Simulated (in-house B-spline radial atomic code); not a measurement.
# Mo+: [Ne] 3s2 (3p1/2)1 (3p3/2)4 3d10 4s2 4p6 4d5 5s1 (with a hole in an inner shell)

All numbers are computed (Dirac-Hartree-Fock, average of the jj configuration; Fermi nucleus of rms radius 4.4091 fm) with an all-electron radial atomic-structure program (B-spline basis), not measured.

Screening seen three ways: the hydrogenic charge with the same mean radius, Z_r = [3n² - l(l+1)]/(2<r>), the one with the same energy, Z_e = n√(-2ε), and Slater's rules. Values are occupation-weighted means over j. An effective charge above Z reflects the relativistic contraction of the inner shells.

| shell | electrons | ε (eV) | <r> (bohr) | Z_r | Z_e | Slater |
| --- | --- | --- | --- | --- | --- | --- |
| 1s | 2 | -20167 | 0.03515 | 42.67 | 38.50 | 41.70 |
| 2s | 2 | -2955.4 | 0.1529 | 39.23 | 29.48 | 37.85 |
| 2p | 6 | -2641.3 | 0.1338 | 37.36 | 27.87 | 37.85 |
| 3s | 2 | -555.05 | 0.4233 | 31.89 | 19.16 | 31.10 |
| 3p | 5 | -450.35 | 0.4261 | 29.34 | 17.26 | 31.10 |
| 3d | 10 | -279.19 | 0.4073 | 25.78 | 13.59 | 21.85 |
| 4s | 2 | -95.098 | 1.085 | 22.12 | 10.58 | 15.10 |
| 4p | 6 | -62.716 | 1.198 | 19.20 | 8.59 | 15.10 |
| 4d | 5 | -19.937 | 1.646 | 12.76 | 4.84 | 5.60 |
| 5s | 1 | -13.397 | 3.24 | 11.57 | 4.96 | 3.95 |

The least bound orbital is 5s1/2 at -13.4 eV, and it is also the most diffuse (<r> = 3.24 bohr). The part-filled 3p shell lies below the filled 4p shell in orbital energy.

For the 1s electron the small component carries 2.35 % of the norm, the zero-frequency Breit interaction raises the level by 38.43 eV, self-energy by 21.15 eV, and vacuum polarisation lowers it by 2.444 eV.
